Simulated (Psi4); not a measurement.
Psi4 input (wB97X-D/6-311+G**):

```
memory 1500 MB

molecule {
0 1
C    -1.52379400    0.06130300    0.07646200
C    -0.32880700   -0.32837300   -0.77946200
C     1.00776000   -0.07716800   -0.13590900
O     1.16751700    0.39077000    0.96138700
H    -1.52549400   -0.49086200    1.01625200
H    -1.49533300    1.12247100    0.32386100
H    -2.45717100   -0.14613900   -0.44755500
H    -0.32357600    0.20529200   -1.73836000
H    -0.35341500   -1.39076400   -1.05338400
H     1.88390100   -0.36072600   -0.75845800
symmetry c1
no_reorient
no_com
}

set {
  basis 6-311+G**
  reference rks
  scf_type df
  df_basis_scf def2-universal-jkfit
  dft_radial_points 99
  dft_spherical_points 590
  e_convergence 1e-8
  d_convergence 1e-7
  maxiter 150
}

e = energy('wb97x-d')
print_out(f'\nFINAL {e:.10f} DIPOLE {variable("CURRENT DIPOLE")[0]:.6f} {variable("CURRENT DIPOLE")[1]:.6f} {variable("CURRENT DIPOLE")[2]:.6f}\n')
```

Output:

```
   => Loading Basis Set <=

    Name: 6-311+G**
    Role: ORBITAL
    Keyword: BASIS
    atoms 1-3  entry C          line   129 file 6-311pgss.gbs
    atoms 4    entry O          line   171 file 6-311pgss.gbs
    atoms 5-10 entry H          line    42 file 6-311pgss.gbs

   => WB97X-D: Empirical Dispersion <=

    Chai and Head-Gordon Dispersion Correction
    Chai, J.-D.; Head-Gordon, M. (2010), J. Chem. Phys., 132: 6615-6620

        s6 =       1.000000

         ---------------------------------------------------------
                                   SCF
               by Justin Turney, Rob Parrish, Andy Simmonett
                          and Daniel G. A. Smith
                              RKS Reference
         ---------------------------------------------------------

  ==> Geometry <==

    Molecular point group: c1
    Full point group: C1

    Geometry (in Angstrom), charge = 0, multiplicity = 1:

       Center              X                  Y                   Z               Mass
    ------------   -----------------  -----------------  -----------------  -----------------
         C           -1.523794000000     0.061303000000     0.076462000000    12.000000000000
         C           -0.328807000000    -0.328373000000    -0.779462000000    12.000000000000
         C            1.007760000000    -0.077168000000    -0.135909000000    12.000000000000
         O            1.167517000000     0.390770000000     0.961387000000    15.994914619570
         H           -1.525494000000    -0.490862000000     1.016252000000     1.007825032230
         H           -1.495333000000     1.122471000000     0.323861000000     1.007825032230
         H           -2.457171000000    -0.146139000000    -0.447555000000     1.007825032230
         H           -0.323576000000     0.205292000000    -1.738360000000     1.007825032230
         H           -0.353415000000    -1.390764000000    -1.053384000000     1.007825032230
         H            1.883901000000    -0.360726000000    -0.758458000000     1.007825032230

  Running in c1 symmetry.

  Rotational constants: A =      0.56295  B =      0.19435  C =      0.15251 [cm^-1]
  Rotational constants: A =  16876.93557  B =   5826.38058  C =   4572.06107 [MHz]
  Nuclear repulsion =  118.585955869953594

  Charge       = 0
  Multiplicity = 1
  Electrons    = 32
  Nalpha       = 16
  Nbeta        = 16

  ==> Algorithm <==

  SCF Algorithm Type is DF.
  DIIS enabled.
  MOM disabled.
  Fractional occupation disabled.
  Guess Type is SAD.
  Energy threshold   = 1.00e-08
  Density threshold  = 1.00e-07
  Integral threshold = 1.00e-12

  ==> Primary Basis <==

  Basis Set: 6-311+G**
    Blend: 6-311+G**
    Number of shells: 64
    Number of basis functions: 124
    Number of Cartesian functions: 128
    Spherical Harmonics?: true
    Max angular momentum: 2

  ==> DFT Potential <==

   => LibXC <=

    Version 7.1.2
    S. Lehtola, C. Steigemann, M. J. T. Oliveira, and M. A. L. Marques,  SoftwareX 7, 1–5 (2018) (10.1016/j.softx.2017.11.002)

   => Composite Functional: WB97X-D <=

    wB97X-D Hyb-GGA Exchange-Correlation Functional

    J.-D. Chai and M. Head-Gordon,  Phys. Chem. Chem. Phys. 10, 6615–6620 (2008) (10.1039/B810189B)

    Deriv               =              1
    GGA                 =           TRUE
    Meta                =          FALSE

    Exchange Hybrid     =           TRUE
    MP2 Hybrid          =          FALSE

   => Exchange-Correlation Functionals <=

    1.0000   wB97X-D range-separated functional

   => Exact (HF) Exchange <=

    0.7780            HF,LR [omega = 0.2000]
    0.2220               HF

   => LibXC Density Thresholds  <==

    XC_HYB_GGA_XC_WB97X_D:  1.00E-14

   => Molecular Quadrature <=

    Radial Scheme          =       TREUTLER
    Pruning Scheme         =           NONE
    Nuclear Scheme         =       TREUTLER

    Blocking Scheme        =         OCTREE
    BS radius alpha        =              1
    Pruning alpha          =              1
    Radial Points          =             99
    Spherical Points       =            590
    Total Points           =         554815
    Total Blocks           =           3924
    Max Points             =            256
    Max Functions          =            124
    Weights Tolerance      =       1.00E-15

   => Loading Basis Set <=

    Name: DEF2-UNIVERSAL-JKFIT
    Role: JKFIT
    Keyword: DF_BASIS_SCF
    atoms 1-3  entry C          line   198 file def2-universal-jkfit.gbs
    atoms 4    entry O          line   318 file def2-universal-jkfit.gbs
    atoms 5-10 entry H          line    18 file def2-universal-jkfit.gbs

  ==> Integral Setup <==

  SCF_SUBTYPE=INCORE selected. In-core MEM_DF algorithm will be used.
  Using in-core AOs.

  ==> MemDFJK: Density-Fitted J/K Matrices <==

    J tasked:                   Yes
    K tasked:                   Yes
    wK tasked:                  Yes
    Omega:                2.000E-01
    Algorithm:                 Core
    Schwarz Cutoff:           1E-12
    Mask sparsity (%):       0.8715
    Fitting Condition:        1E-10

   => Auxiliary Basis Set <=

  Basis Set: DEF2-UNIVERSAL-JKFIT
    Blend: DEF2-UNIVERSAL-JKFIT
    Number of shells: 136
    Number of basis functions: 410
    Number of Cartesian functions: 480
    Spherical Harmonics?: true
    Max angular momentum: 4

  Cached 50.0% of DFT collocation blocks in 0.822 [GiB].

  Minimum eigenvalue in the overlap matrix is 7.6123208800E-05.
  Reciprocal condition number of the overlap matrix is 7.8627226538E-06.
    Using symmetric orthogonalization.

  ==> Pre-Iterations <==

  SCF Guess: Superposition of Atomic Densities via on-the-fly atomic UHF (no occupation information).

   -------------------------
    Irrep   Nso     Nmo
   -------------------------
     A        124     124
   -------------------------
    Total     124     124
   -------------------------

  ==> Iterations <==

                           Total Energy        Delta E     RMS |[F,P]|

   @DF-RKS iter SAD:  -192.38783006163521   -1.92388e+02   0.00000e+00
   @DF-RKS iter   1:  -192.87426226304279   -4.86432e-01   6.09295e-03 ADIIS/DIIS
   @DF-RKS iter   2:  -192.90814893208750   -3.38867e-02   6.14293e-03 ADIIS/DIIS
   @DF-RKS iter   3:  -193.12867806390059   -2.20529e-01   1.29938e-03 ADIIS/DIIS
   @DF-RKS iter   4:  -193.13798910665508   -9.31104e-03   2.88575e-04 ADIIS/DIIS
   @DF-RKS iter   5:  -193.13856196441802   -5.72858e-04   4.87118e-05 DIIS
   @DF-RKS iter   6:  -193.13858626224015   -2.42978e-05   1.45246e-05 DIIS
   @DF-RKS iter   7:  -193.13858835397457   -2.09173e-06   4.17096e-06 DIIS
   @DF-RKS iter   8:  -193.13858858114546   -2.27171e-07   8.20886e-07 DIIS
   @DF-RKS iter   9:  -193.13858859581356   -1.46681e-08   2.68776e-07 DIIS
   @DF-RKS iter  10:  -193.13858859656963   -7.56074e-10   9.78527e-08 DIIS
  Energy and wave function converged.

  ==> Post-Iterations <==

   Electrons on quadrature grid:
      Ntotal   =   32.0000047567 ; deviation = 4.757e-06

    Orbital Energies [Eh]
    ---------------------

    Doubly Occupied:

       1A    -19.251493     2A    -10.379292     3A    -10.302271
       4A    -10.279590     5A     -1.160891     6A     -0.892237
       7A     -0.771087     8A     -0.655281     9A     -0.585965
      10A     -0.561557    11A     -0.534590    12A     -0.476390
      13A     -0.473666    14A     -0.457615    15A     -0.436845
      16A     -0.345702

    Virtual:

      17A      0.043523    18A      0.062299    19A      0.079064
      20A      0.093979    21A      0.097208    22A      0.117851
      23A      0.128254    24A      0.133166    25A      0.141464
      26A      0.144446    27A      0.168979    28A      0.177583
      29A      0.196352    30A      0.234317    31A      0.236101
      32A      0.255011    33A      0.262704    34A      0.285946
      35A      0.301134    36A      0.313757    37A      0.330288
      38A      0.334396    39A      0.355734    40A      0.375235
      41A      0.395576    42A      0.471311    43A      0.491170
      44A      0.521507    45A      0.549336    46A      0.558188
      47A      0.586327    48A      0.615300    49A      0.653626
      50A      0.667456    51A      0.690287    52A      0.701630
      53A      0.712117    54A      0.740562    55A      0.764715
      56A      0.781994    57A      0.808905    58A      0.906765
      59A      0.953031    60A      1.036327    61A      1.038262
      62A      1.155108    63A      1.165029    64A      1.213304
      65A      1.282542    66A      1.301737    67A      1.315399
      68A      1.463276    69A      1.535235    70A      1.538549
      71A      1.550235    72A      1.610798    73A      1.614762
      74A      1.633381    75A      1.636792    76A      1.678149
      77A      1.702435    78A      1.771590    79A      1.773299
      80A      1.821413    81A      1.864606    82A      1.876324
      83A      1.945892    84A      2.026791    85A      2.104035
      86A      2.148885    87A      2.174419    88A      2.270446
      89A      2.368268    90A      2.395864    91A      2.438515
      92A      2.498913    93A      2.556906    94A      2.584541
      95A      2.613200    96A      2.644310    97A      2.684144
      98A      2.684486    99A      2.713348   100A      2.732658
     101A      2.807994   102A      2.868916   103A      2.896986
     104A      2.958754   105A      2.985372   106A      3.004003
     107A      3.111513   108A      3.380684   109A      3.437052
     110A      3.580537   111A      3.611340   112A      3.876432
     113A      3.908971   114A      3.927374   115A      3.957899
     116A      4.147740   117A      4.423773   118A      5.128853
     119A      5.251495   120A      5.806168   121A     23.988046
     122A     24.004995   123A     24.103056   124A     50.096029

    Final Occupation by Irrep:
              A
    DOCC [    16 ]
    NA   [    16 ]
    NB   [    16 ]

  @DF-RKS Final Energy:  -193.13858859656963

   => Energetics <=

    Nuclear Repulsion Energy =            118.5859558699535938
    One-Electron Energy =                -495.7137816728291000
    Two-Electron Energy =                 202.5903812094894363
    DFT Exchange-Correlation Energy =     -18.5978880362090955
    Empirical Dispersion Energy =          -0.0032559669744445
    VV10 Nonlocal Energy =                  0.0000000000000000
    Total Energy =                       -193.1385885965696332

Computation Completed

Properties will be evaluated at   0.000000,   0.000000,   0.000000 [a0]

Properties computed using the SCF density matrix

 Multipole Moments:

 ------------------------------------------------------------------------------------
     Multipole            Electronic (a.u.)      Nuclear  (a.u.)        Total (a.u.)
 ------------------------------------------------------------------------------------

 L = 1.  Multiply by 2.5417464519 to convert [e a0] to [Debye]
 Dipole X            :         -0.3900320            0.0000038           -0.3900282
 Dipole Y            :         -0.4136371            0.0000076           -0.4136295
 Dipole Z            :         -0.9807801           -0.0000038           -0.9807839
 Magnitude           :                                                    1.1336439

 ------------------------------------------------------------------------------------

FINAL -193.1385885966 DIPOLE -0.390028 -0.413630 -0.980784

*** Psi4 exiting successfully. Buy a developer a beer!
```

The geometry given is a B3LYP-D3(BJ)/def2-TZVP minimum.
